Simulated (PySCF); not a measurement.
PySCF input (BP86/6-31G* with LANL2DZ past Ar (5d)):

```python
from pyscf import gto, dft

mol = gto.M(
    atom='''
    Ge    0.14873900   -0.02319700    0.18657300
    O     0.91303700    0.23121500   -1.31521300
    O    -1.50799500   -0.13842500    0.56892200
    ''',
    basis={'default': '6-31g*', 'Ge': 'lanl2dz'},
    ecp={'Ge': 'lanl2dz'},
    charge=-1,
    spin=1,
    verbose=4,
)

mf = dft.UKS(mol, xc='bp86')
mf.grids.level = 3
mf.conv_tol = 1e-9
mf.max_cycle = 100
mf.max_memory = 1500
mf.kernel()
if not mf.converged:
    mf = mf.newton()
    mf.kernel(mf.make_rdm1())
mo, _, stable, _ = mf.stability(return_status=True)
if not stable:
    mf.kernel(mf.make_rdm1(mo, mf.mo_occ))
    stable = mf.stability(return_status=True)[2]
mf.dip_moment()
```

From the output:

```
atomic radii adjust function: <function treutler_atomic_radii_adjust>
small_rho_cutoff = 0
Set gradient conv threshold to 3.16228e-05
tot grids = 48808
init E= -142.176189913315
  alpha nocc = 11  HOMO = -0.0719567015415734  LUMO = 0.0309666421646817
  beta  nocc = 10  HOMO = -0.33990810845414  LUMO = -0.0719567015415592

WARN: HOMO -0.0719567015415734 >= LUMO -0.0719567015415592

cycle= 1 E= -153.355557268425  delta_E= -11.2  |g|= 1.31  |ddm|= 2.08
  alpha nocc = 11  HOMO = 0.364407367787735  LUMO = 0.408487783101933

WARN: beta  nocc = 10  HOMO 0.365779341844548 >= LUMO 0.366031789309404

WARN: HOMO 0.365779341844548 >= LUMO 0.366031789309404

cycle= 2 E= -148.659861826918  delta_E=  4.7  |g|= 2.79  |ddm|= 5.57
  alpha nocc = 11  HOMO = 0.0315056301257393  LUMO = 0.166998869939643
  beta  nocc = 10  HOMO = -0.0320474091928445  LUMO = 0.0777183210912433
  HOMO = 0.0315056301257  LUMO = 0.0777183210912  gap/eV = 1.25751
cycle= 3 E= -154.205481631226  delta_E= -5.55  |g|= 0.21  |ddm|=  5.2
  alpha nocc = 11  HOMO = 0.0570421089308439  LUMO = 0.172260805769621
  beta  nocc = 10  HOMO = 0.0285675638474129  LUMO = 0.0918502795241167
  HOMO = 0.0570421089308  LUMO = 0.0918502795241  gap/eV = 0.94718
cycle= 4 E= -154.231303500604  delta_E= -0.0258  |g|= 0.12  |ddm|= 0.401
  alpha nocc = 11  HOMO = 0.0539021027934652  LUMO = 0.170433426022154
  beta  nocc = 10  HOMO = 0.0192670178025515  LUMO = 0.091702349847754
  HOMO = 0.0539021027935  LUMO = 0.0917023498478  gap/eV = 1.02860
cycle= 5 E= -154.239996421461  delta_E= -0.00869  |g|= 0.0241  |ddm|= 0.115
  alpha nocc = 11  HOMO = 0.0515134390050029  LUMO = 0.168411538609682
  beta  nocc = 10  HOMO = 0.0167093303235696  LUMO = 0.0895368263779091
  HOMO = 0.051513439005  LUMO = 0.0895368263779  gap/eV = 1.03467
cycle= 6 E= -154.240272212535  delta_E= -0.000276  |g|= 0.00892  |ddm|= 0.0192
  alpha nocc = 11  HOMO = 0.0512618860008267  LUMO = 0.168050209591357
  beta  nocc = 10  HOMO = 0.0162723766835466  LUMO = 0.0893455781467161
  HOMO = 0.0512618860008  LUMO = 0.0893455781467  gap/eV = 1.03631
cycle= 7 E= -154.240221077596  delta_E= 5.11e-05  |g|= 0.0143  |ddm|= 0.0146
  alpha nocc = 11  HOMO = 0.0512172887379094  LUMO = 0.167980456972295
  beta  nocc = 10  HOMO = 0.0161745322478802  LUMO = 0.0893164322619526
  HOMO = 0.0512172887379  LUMO = 0.089316432262  gap/eV = 1.03673
cycle= 8 E= -154.240316151987  delta_E= -9.51e-05  |g|= 0.00153  |ddm|= 0.0115
  alpha nocc = 11  HOMO = 0.0512232200778335  LUMO = 0.167966261868067
  beta  nocc = 10  HOMO = 0.0161344636518874  LUMO = 0.0893442819460724
  HOMO = 0.0512232200778  LUMO = 0.0893442819461  gap/eV = 1.03733
cycle= 9 E= -154.240317551964  delta_E= -1.4e-06  |g|= 9.89e-05  |ddm|= 0.00164
  alpha nocc = 11  HOMO = 0.0512195997407723  LUMO = 0.167956654344557
  beta  nocc = 10  HOMO = 0.016137625976004  LUMO = 0.0893457078540436
  HOMO = 0.0512195997408  LUMO = 0.089345707854  gap/eV = 1.03746
cycle= 10 E= -154.240317565072  delta_E= -1.31e-08  |g|= 7.31e-05  |ddm|= 0.000285
  alpha nocc = 11  HOMO = 0.0512133660241219  LUMO = 0.167949866343491
  beta  nocc = 10  HOMO = 0.0161403092290306  LUMO = 0.0893399838228284
  HOMO = 0.0512133660241  LUMO = 0.0893399838228  gap/eV = 1.03748
cycle= 11 E= -154.240317568934  delta_E= -3.86e-09  |g|= 6.94e-06  |ddm|= 9.7e-05
  alpha nocc = 11  HOMO = 0.0512163021477221  LUMO = 0.167951995463987
  beta  nocc = 10  HOMO = 0.0161437554290718  LUMO = 0.0893431010694385
  HOMO = 0.0512163021477  LUMO = 0.0893431010694  gap/eV = 1.03748
cycle= 12 E= -154.240317568981  delta_E= -4.71e-11  |g|= 2.16e-06  |ddm|= 1.44e-05
  alpha nocc = 11  HOMO = 0.0512155643298797  LUMO = 0.167951319579682
  beta  nocc = 10  HOMO = 0.0161428605052484  LUMO = 0.0893424098113584
  HOMO = 0.0512155643299  LUMO = 0.0893424098114  gap/eV = 1.03748
Extra cycle  E= -154.240317568971  delta_E= 1.01e-11  |g|= 5.51e-06  |ddm|= 5.93e-06
converged SCF energy = -154.240317568971  <S^2> = 0.75206319  2S+1 = 2.0020621
uhf_internal: lowest eigs of H = [0.21756324 0.2210771  0.24553815]
<class 'pyscf.dft.uks.UKS'> wavefunction is stable in the internal stability analysis

WARN: System has nonzero charge -1; the dipole moment is origin-dependent.
Location of origin: [0. 0. 0.]

Dipole moment(X, Y, Z, Debye):  1.11309, -0.17359,  1.39621
```

The dipole moment of an ion depends on the origin.

The geometry given is a B3LYP-D3(BJ)/def2-TZVP minimum.
